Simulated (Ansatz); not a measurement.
Species: H$_{4}$BN, SMILES `BN` (H–B–N–H torsion 180°) (charge 0, multiplicity 1), formula H$_{4}$BN.

**Question.** How many basis functions does frozen-core CCSD(T)/def2-TZVPP // CAM-B3LYP-D3(BJ)/def2-TZVP run with Ansatz (a first-principles code) use, how many core orbitals are frozen, and how many electrons are correlated?

**Answer.** 118 basis functions and 2 frozen orbitals, which leaves 12 correlated electrons. Core time is of the order of seconds.
